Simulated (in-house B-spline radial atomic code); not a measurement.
# PBEsol excitations of C⁴⁺

Method: PBEsol. Computed with a B-spline radial code for spherical atoms: linear response of the closed shell 1s2 with the functional's adiabatic kernel; non-relativistic, point nucleus, no spin-orbit coupling, no double excitations, S, P, D and F terms only.

Command:
```bash
python run_td.py task.json out
```
Settings (radii: box in bohr, nucleus in fm):
```
Z                        6
electrons                2
configuration            1s2
hamiltonian              nr
method                   pbesol
box_radius               19.1
intervals                47
```

Run time, properties included: 0.1 s on 1 thread of Arm Neoverse N1, with other jobs on the host.

The lowest states, in the order of their Tamm-Dancoff energies; the method's threshold (minus the highest occupied level) is 356.03 eV. Labels give the largest channel, * marks a mixed state, and oscillator strengths are full-response dipole values. Semilocal kernels can invert the small singlet-triplet splittings of Rydberg terms. Energies in eV:

```csv
state,full response,Tamm-Dancoff,oscillator strength
1s → 2s 3S,284.94,284.96,-
1s → 2s 1S,289.79,289.88,-
1s → 2p 3P,291.10,291.12,-
1s → 2p 1P,?,?,?
1s → 3s 3S,327.74,327.74,-
1s → 3s 1S,328.86,328.88,-
1s → 3p 3P,329.52,329.52,-
1s → 3p 1P,330.26,330.27,0.11
1s → 3d 3D,?,?,-
1s → 3d 1D,331.13,331.13,-
```

Problem. Where does 1s → 2p 1P lie?

Solution. At 294.18 eV in full response, 294.20 eV in Tamm-Dancoff, oscillator strength 0.549.

Problem. Where does 1s → 3d 3D lie?

Solution. At 331.11 eV in full response, 331.11 eV in Tamm-Dancoff.

Problem. How large is the singlet-triplet splitting of 1s → 2s (S terms) in Tamm-Dancoff?

Solution. 4.92 eV, from the unrounded values.

Problem. What polarisabilities and dispersion coefficient does the method give?

Solution. Dipole 0.009347 bohr³, quadrupole 0.001136 bohr⁵, C6 0.0008513 hartree·bohr⁶ for two such species.
